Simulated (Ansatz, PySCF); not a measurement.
The pair A = HCl (SMILES Cl) (first 2 atoms), B = CH2O2 (SMILES O=CO); geometry from B3LYP-D3(BJ)/def2-TZVP.
(charge 0, multiplicity 1):
```xyz
7

Cl    -0.2707     0.3275    -0.0981
H      0.5869     0.0579     0.8584
O      1.1268    -0.2060     2.5809
C      0.2364    -0.0772     3.3870
O     -1.0276     0.2241     3.1145
H      0.3788    -0.1989     4.4664
H     -1.1445     0.3308     2.1487
```

Correlated levels freeze the cores. CBS: X⁻³ extrapolation of the correlation energy, Hartree–Fock from the larger set. MP2 and its Hartree–Fock in aug-cc-pV(T+d)Z are density fitted.

Run with Ansatz (Gaussian basis) for Hartree–Fock, density functionals and correlated methods; PySCF for the dispersion terms. 

The monomers are drawn apart, rigid, along the line of their centres of mass. Counterpoise-corrected interaction energies (kcal/mol):

```csv
level,R = 3.845 Å,R = 4.575 Å
PBE/def2-TZVPPD,-4.0595,-1.7566
PBE-D3(BJ)/def2-TZVPPD,-4.7832,-2.1091
wB97M-V/def2-TZVPPD,-4.3305,-1.8933
"MP2/CBS(aug-cc-pV(D+d)Z, aug-cc-pV(T+d)Z) + ΔCCSD(T)/aug-cc-pV(D+d)Z",-4.2969,-1.8938
```

R is the distance of the centres of mass. Find the local exponent m of E ∝ R⁻ᵐ between the two points.


m = ln(E₁/E₂)/ln(R₂/R₁): PBE/def2-TZVPPD 4.8; PBE-D3(BJ)/def2-TZVPPD 4.7; wB97M-V/def2-TZVPPD 4.8; MP2/CBS(aug-cc-pV(D+d)Z, aug-cc-pV(T+d)Z) + ΔCCSD(T)/aug-cc-pV(D+d)Z 4.7. For scale, two fixed dipoles give m = 3, dipole and quadrupole 4, quadrupoles 5, and dispersion or dipole-induced dipole 6 at long range; at these distances several terms mix, and what is left of overlap and damping shifts m, so it need not match one of them.

Ansatz is a program for electronic structure.
